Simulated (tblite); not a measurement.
Compound: C6H10ClO (charge +1).
SMILES with atom numbers: `[CH:1]#[C:2][C@@H:3]([Cl:4])[CH2:5][O+:6]([CH3:7])[CH3:8]` (hydrogens: H9 on C1; H10 on C3; H11, H12 on C5; H13, H14, H15 on C7; H16, H17, H18 on C8)

Structure used (GFN2-xTB), in Å, numbered top down from 1:
```
atom  x, y, z in Å
C1     2.6767    1.1149    0.9925
C2     2.1746    0.3681    0.2023
C3     1.5741   -0.5741   -0.7136
Cl4    1.4801   -2.2156    0.0751
C5     0.1598   -0.1674   -1.1301
O6    -0.6831   -0.1454    0.0703
C7    -1.7719   -1.0905    0.0194
C8    -1.1208    1.1795    0.4326
H9     3.1380    1.7790    1.6638
H10    2.2002   -0.6899   -1.6036
H11   -0.2425   -0.8933   -1.8384
H12    0.1679    0.8246   -1.5892
H13   -2.2689   -1.0841    0.9890
H14   -2.4882   -0.8419   -0.7664
H15   -1.3440   -2.0788   -0.1473
H16   -1.6245    1.1168    1.3970
H17   -1.8012    1.5987   -0.3119
H18   -0.2352    1.8056    0.5404
```

Calculated harmonic vibrations of the isolated species, GFN2-xTB (tblite), most abundant isotopes, no scaling. This tight-binding method is rough: wavenumbers can miss measured ones by several per cent, in bad cases by 10 to 20. One conformer, not necessarily the lowest. The optimisation stopped once no atom felt more than 0.01 eV/Å.

Lowest wavenumbers of the output (negative numbers stand for imaginary wavenumbers):
```
mode    cm-1
  1     -21.0
  2      60.4
  3     119.5
  4     147.5
  5     210.1
  6     215.1
  7     236.5
  8     292.4
  9     371.6
 10     415.5
 11     419.1
 12     451.2
 13     568.4
 14     640.5
 15     700.7
```

Problem. Is this structure a minimum?

Solution. Not by this Hessian. 1 mode is imaginary beyond 20i (21i cm⁻¹), so at this level the point lies at or near a first-order saddle. The curvature is small, so loose convergence or finite differences may be the whole cause.

Problem. Which atoms move in the imaginary mode?

Solution. 21i: C8 (O-methyl carbon) 28 %, C7 (O-methyl carbon) 25 %. These are shares of the mass-weighted motion.

Problem. What is the remedy?

Solution. Step along that mode in both directions, optimise again with tighter thresholds and repeat the frequencies. The zero-point energy of this point (90.3 kcal/mol) counts the 47 real modes alone, and thermal corrections from it aren't those of a minimum.

Hardware: Intel Xeon Platinum 8375C at 2.90 GHz, one thread, no GPU, shared host. Cost: 0.97 s of wall time. This covers the Hessian and the dipole derivatives.
